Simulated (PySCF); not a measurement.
# Arsenic: a sound run and one with changed settings

Sound run: As [Ar] 3d10 4s2 4p3, As⁺ [Ar] 3d10 4s2 4p2. Calculation: PySCF 2.14, in pcseg-2 (6s5p3d1f, 43 functions); the non-relativistic Hamiltonian (point nucleus). The sound run starts from symmetry-adapted Hartree-Fock orbitals and uses a fine grid where one is needed.

A second run was set up differently.

```
species  method  sound run (hartree)  changed run (hartree)  converged
     As     UHF          -2234.20944            -2234.20701         no
     As   M06-L          -2235.75978            -2235.73633         no
     As    TPSS          -2235.80145            -2235.78465         no
    As⁺     UHF          -2233.86205            -2233.86147         no
    As⁺   M06-L          -2235.40519            -2235.40063         no
    As⁺    TPSS          -2235.43532            -2235.43167         no
```

Question: What was changed?
A. a valence shell is frozen
B. angular grid far too coarse
C. level shift left on
D. all electrons correlated in a valence basis

Answer: C. It used initial guess 1e, at most 50 SCF cycles, level shift 10.0 hartree. A level shift slows the SCF but leaves a converged energy unchanged.
